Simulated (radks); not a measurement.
Valence configurations of Sc I (all share [Ar]). Method: non-relativistic Kohn-Sham, TPSS, spin-polarised, spherical densities, point nucleus; open shells are filled with parallel spins first; meta-GGA in the generalised Kohn-Sham scheme; computed with a radial shooting solver on a logarithmic mesh with Libxc functionals. Energies are relative to 3d1 4s2; eigenvalues in eV for spin up.

[
 {"valence": "3d1 4s2", "E (eV)": "0.000", "moment (Bohr magnetons)": "1", "e(3d)": "-3.564", "e(4p)": "-", "e(4s)": "-4.306"},
 {"valence": "4s2 4p1", "E (eV)": "3.513", "moment (Bohr magnetons)": "1", "e(3d)": "-", "e(4p)": "-2.792", "e(4s)": "-6.133"},
 {"valence": "3d1 4s1.5 4p0.5", "E (eV)": "1.049", "moment (Bohr magnetons)": "2", "e(3d)": "-4.167", "e(4p)": "-2.045", "e(4s)": "-4.927"},
 {"valence": "3d0.5 4s2 4p0.5", "E (eV)": "1.365", "moment (Bohr magnetons)": "1", "e(3d)": "-5.645", "e(4p)": "-2.167", "e(4s)": "-5.227"},
 {"valence": "3d1 4p2", "E (eV)": "4.783", "moment (Bohr magnetons)": "3", "e(3d)": "-5.573", "e(4p)": "-2.819", "e(4s)": "-"},
 {"valence": "3d1 4s1 4p1", "E (eV)": "1.867", "moment (Bohr magnetons)": "3", "e(3d)": "-4.620", "e(4p)": "-2.345", "e(4s)": "-5.282"},
 {"valence": "3d2 4p1", "E (eV)": "3.185", "moment (Bohr magnetons)": "3", "e(3d)": "-2.531", "e(4p)": "-1.875", "e(4s)": "-"},
 {"valence": "3d2 4s1", "E (eV)": "0.661", "moment (Bohr magnetons)": "3", "e(3d)": "-1.683", "e(4p)": "-", "e(4s)": "-3.867"},
 {"valence": "3d3", "E (eV)": "3.071", "moment (Bohr magnetons)": "3", "e(3d)": "-0.919", "e(4p)": "-", "e(4s)": "-"},
 {"valence": "3d2 4s0.5 4p0.5", "E (eV)": "1.929", "moment (Bohr magnetons)": "3", "e(3d)": "-2.114", "e(4p)": "-1.603", "e(4s)": "-4.135"}
]

NIST lists [Ar] 3d1 4s2 as the ground configuration; this level of theory agrees among the configurations tried. The energies are those of spherical high-spin densities, not of single terms.
